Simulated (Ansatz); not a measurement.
Born–Oppenheimer molecular dynamics of ClF3H3NTa (9 atoms, charge 0, multiplicity 2). It starts at the highest image of a converged band. Of that band: The profile has 2 maxima (images 2, 6) with wells between them (image 5): this band takes more than one step, which may be the mechanism or a detour left from its start path. A structure lower than the last end lies on the path between it and the top, so the climb from that side starts below the end, which may itself be a saddle point or a shallow side well. A vibrational analysis at the climbing image gives one clearly imaginary mode, 93i cm⁻¹: a first-order saddle point.

Level of theory: UHF/def2-SVP in Ansatz 0.2.0.

| Item | Value |
| --- | --- |
| ensemble | NVE (velocity Verlet) |
| time step | 0.5 fs |
| steps asked | 200 |
| starting velocities drawn for | 300 K |
| seed | 9426 |

First frame:

```xyz
9
Properties=species:S:1:pos:R:3
Ta -0.133 -0.024 -0.087
Cl 2.159 -0.407 -0.017
F -0.269 -0.383 1.774
N -0.193 -0.138 -2.059
H -0.859 -0.687 -2.575
H 0.466 0.281 -2.694
F -0.429 1.797 0.092
F -1.578 -1.205 -0.219
H 6.017 0.765 0.175
```

How far do the bonds stretch over the last three quarters of this one trajectory? (Pairs bonded in most of those frames.)


```csv
bond,mean (Å),spread (Å),shortest,longest
Ta1–Cl2,2.328,0.014,2.31,2.35
Ta1–F3,1.908,0.016,1.88,1.93
Ta1–N4,1.979,0.015,1.96,2.01
Ta1–F7,1.852,0.015,1.83,1.87
Ta1–F8,1.863,0.017,1.84,1.89
N4–H5,1.007,0.016,0.98,1.03
N4–H6,1.008,0.019,0.98,1.04
```

Mean temperature of the second half: 185 K. The conserved energy stayed within 0.14 meV per atom of its start (net change 0.041 meV per atom), so the integration is sound. A run of 0.1 ps of so small a system gives no equilibrium averages.

Time of the run: 5.1 min on 4 threads of Arm Neoverse V2, with other jobs on the host, peak memory 0.4 GiB.
